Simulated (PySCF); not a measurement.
Compounds:

A. `c1c(NC)c(=O)cco1`
B. SMILES C/C=C(\F)CC
C. SMILES CC(=C(C)C)F

Spectrum 1. ¹H NMR (400 MHz, computed): δ 7.73 (d, 1H), 7.11 (s, 1H), 6.39 (d, 1H), 4.41 (br s, 1H), 2.77 (s, 3H). ¹³C{¹H} NMR (computed): δ 174.2 (C), 159.1 (CH), 145.1 (C), 132.1 (CH), 118.2 (CH), 30.0 (CH3).

Spectrum 2. ¹H NMR (400 MHz, computed): δ 2.09 (d of sept, J = 15.5, 1.6 Hz, 3H), 1.77 (dq, J = 4.1, 1.8 Hz, 3H), 1.65 (dq, J = 3.4, 1.4 Hz, 3H). ¹³C{¹H} NMR (computed): δ 160.3 (C, d, J = 306.0 Hz), 114.8 (C, d, J = 16.9 Hz), 19.8 (CH3, d, J = 1.9 Hz), 18.0 (CH3, d, J = 9.5 Hz), 17.1 (CH3, d, J = 30.7 Hz).

Spectrum 3. ¹H NMR (400 MHz, computed): δ 4.75 (dq, J = 28.2, 7.6 Hz, 1H), 2.19 (dqq, J = 21.0, 7.9, 1.0 Hz, 2H), 1.79 (ddt, J = 7.6, 3.5, 1.0 Hz, 3H), 1.20 (t, J = 7.9 Hz, 3H). ¹³C{¹H} NMR (computed): δ 172.7 (C, d, J = 319.2 Hz), 107.1 (CH, d, J = 15.7 Hz), 31.9 (CH2, d, J = 26.7 Hz), 16.0 (CH3, d, J = 3.0 Hz), 12.3 (CH3, d, J = 6.9 Hz).

PySCF calculation with shieldings: GIAO PBE0/pcSseg-1, GFN2-xTB geometry and couplings computed with B3LYP/pcJ-1 (spin–dipole term left out of most H,H and C,H couplings); averaged over atoms made equivalent by symmetry, fast rotation or ring inversion, no relativistic terms, single conformer, no solvent.

Shifts are taken against calculated references (same method and geometry level): ¹H, ¹³C against TMS. Multiplet labels drop J under 1 Hz and among equivalent protons, and merge close values. Unscaled 3J(H,H) run several per cent high. Where no couplings were computed, multiplicities follow the n + 1 count of equivalent neighbours, and m marks all less simple cases (inequivalent or close neighbours, rings, F or P nearby). One-bond C–F couplings are unscaled and too large by tens of Hz. Shifts are as computed. Against solution values, carbons near 30 ppm lie about +3 ppm off and those near 130 ppm about +5 ppm (rms about the fit 2.1 ppm; single classes can miss by 10 ppm). Of 1328 compounds with measured shifts, 309 miss one by over three times the rms of a fit or turn the order of signals round; such compounds aren't used in these exercises. Signals without a measured value on file couldn't be tested in this way; 1H shifts scatter by 0.2 ppm about their fit, and single ones miss by 0.5 ppm. OH and NH positions are gas-phase values without hydrogen bonding to other molecules.

Question: Which spectrum belongs to which compound?

Answer: 1–A, 2–C, 3–B.

- Spectrum 1 (A): 6 ¹³C signals; δC 30.0 is a methyl carbon bonded to N; δH 4.41 is the hydrogen on a nitrogen on an unsaturated ring.
- Spectrum 2 (C): 5 ¹³C signals; δC 160.3 is a fully substituted alkene carbon; δC 114.8 is a fully substituted alkene carbon.
- Spectrum 3 (B): 5 ¹³C signals; δC 107.1 is an alkene CH; δC 31.9 is an allylic sp3 CH2.
